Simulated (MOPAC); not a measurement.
MOPAC input (PM3):

```
PM3 1SCF CHARGE=-1 GEO-OK AUX(PRECISION=9) THREADS=1
CH2BI2

C    -2.38096500 1   -0.23659700 1    0.21770600 1
B    -0.97549100 1   -0.09693500 1    0.08919500 1
I     0.47348200 1   -1.68071200 1    0.71672000 1
I    -0.00024100 1    1.72773800 1   -0.75999200 1
H    -3.07509400 1    0.53942100 1   -0.09052400 1
H    -2.84341100 1   -1.12754400 1    0.63168900 1
```

From the output:

```
                                                       MOPAC v23.2.5 Linux

          FINAL HEAT OF FORMATION =          6.53381 KCAL/MOL =      27.33746 KJ/MOL

          COSMO AREA              =        141.99 SQUARE ANGSTROMS
          COSMO VOLUME            =        136.17 CUBIC ANGSTROMS

          IONIZATION POTENTIAL    =          4.798836 EV
          HOMO LUMO ENERGIES (EV) =         -4.799  4.087
          NO. OF FILLED LEVELS    =         12
          MOLECULAR WEIGHT        =        278.6458         POINT GROUP:  C2v

          MOLECULAR DIMENSIONS (Angstroms)

            Atom       Atom       Distance
            H     6    I     4     4.26298
            H     5    I     3     4.21822
            I     3    C     1     0.00000

          SCF CALCULATIONS        =          1

   ATOM   CHEMICAL          X               Y               Z
  NUMBER   SYMBOL      (ANGSTROMS)     (ANGSTROMS)     (ANGSTROMS)

     1       C         -2.38096500  *  -0.23659700  *   0.21770600  *
     2       B         -0.97549100  *  -0.09693500  *   0.08919500  *
     3       I          0.47348200  *  -1.68071200  *   0.71672000  *
     4       I         -0.00024100  *   1.72773800  *  -0.75999200  *
     5       H         -3.07509400  *   0.53942100  *  -0.09052400  *
     6       H         -2.84341100  *  -1.12754400  *   0.63168900  *

                             CARTESIAN COORDINATES

   1    C       -2.380965000    -0.236597000     0.217706000
   2    B       -0.975491000    -0.096935000     0.089195000
   3    I        0.473482000    -1.680712000     0.716720000
   4    I       -0.000241000     1.727738000    -0.759992000
   5    H       -3.075094000     0.539421000    -0.090524000
   6    H       -2.843411000    -1.127544000     0.631689000

           Empirical Formula: C H2 B I2  =     6 atoms

      MOLECULAR POINT GROUP   :   C2v

                  EIGENVALUES
 -24.65434 -12.67914 -10.53195  -8.34287  -7.01051  -6.59622  -6.57576  -6.56118
  -5.75839  -5.75448  -5.63724  -4.79884   4.08740   5.58407   6.30814   8.53593
   9.37233   9.61996

              NET ATOMIC CHARGES AND DIPOLE CONTRIBUTIONS

  ATOM NO.   TYPE          CHARGE      No. of ELECS.   s-Pop       p-Pop
    1          C          -0.385248        4.3852     1.16388     3.22137
    2          B           0.004746        2.9953     1.08455     1.91071
    3          I          -0.410582        7.4106     1.92933     5.48125
    4          I          -0.410583        7.4106     1.92933     5.48126
    5          H           0.100834        0.8992     0.89917
    6          H           0.100834        0.8992     0.89917
 DIPOLE           X         Y         Z       TOTAL
 POINT-CHG.     0.841     0.084    -0.077     0.849
 HYBRID         0.349     0.035    -0.032     0.352
 SUM            1.191     0.118    -0.109     1.201

          ATOMIC ORBITAL ELECTRON POPULATIONS

     Atom    s        px        py        pz
    1  C   1.16388   0.98866   1.03695   1.19575
    2  B   1.08455   0.65241   0.51657   0.74173
    3  I   1.92933   1.81815   1.72057   1.94254
    4  I   1.92933   1.91879   1.64861   1.91385
    5  H   0.89917
    6  H   0.89917

 **********************
 *                    *
 * JOB ENDED NORMALLY *
 *                    *
 **********************

 == MOPAC DONE ==
```

The dipole moment of an ion depends on the origin.

The geometry given is a B3LYP-D3(BJ)/def2-TZVP minimum.
